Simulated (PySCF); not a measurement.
**Trend along the alkaline earths: MGe cations**

CCSD(T) with double-zeta basis sets in PySCF, for the lowest determinant that a PBE0 search found; no spin–orbit coupling. De refers to high-spin ground-configuration atoms (the charge goes to the atom of lower measured ionisation energy or higher electron affinity, which is not always the lowest computed limit).

```csv
M,basis,"reference, frozen orbitals",charged atom,state (unpaired electrons),Re (Å),ωe (cm⁻¹),De (eV)
Be,pcseg-1,"UHF, 9",Ge+,doublet (π ↑),2.444,357,1.32
Mg,def2-SVPD,"UHF, 10",Mg+,doublet (π ↑),2.821,213,1.66
Ca,pcseg-1,"UHF, 14",Ca+,"quartet (σ ↑, π ↑↑)",2.800,232,1.00
Sr,def2-SVP,"UHF, 9",Sr+,"quartet (σ ↑, π ↑↑)",2.895,189,1.07
```

The shortest bond is that of BeGe⁺ (2.444 Å), the longest that of SrGe⁺ (2.895 Å).

The rows differ in basis set, which adds steps of its own.

The state changes along the series, so neighbouring rows are not always alike in their bonding.

Correlated steps freeze the inner cores (9 to 14 orbitals); shallow outer-core shells are correlated. Correlated levels converge slowly with the basis: in double zeta they bind strong bonds too weakly, by up to about 1 eV, and carry superposition errors of some tenths. Spin–orbit coupling is left out. For an ion De counts to the pair picked by the measured ionisation energies or electron affinities, which need not be the lowest pair at this level. States were picked by a PBE0 search and need not be the measured ground states.
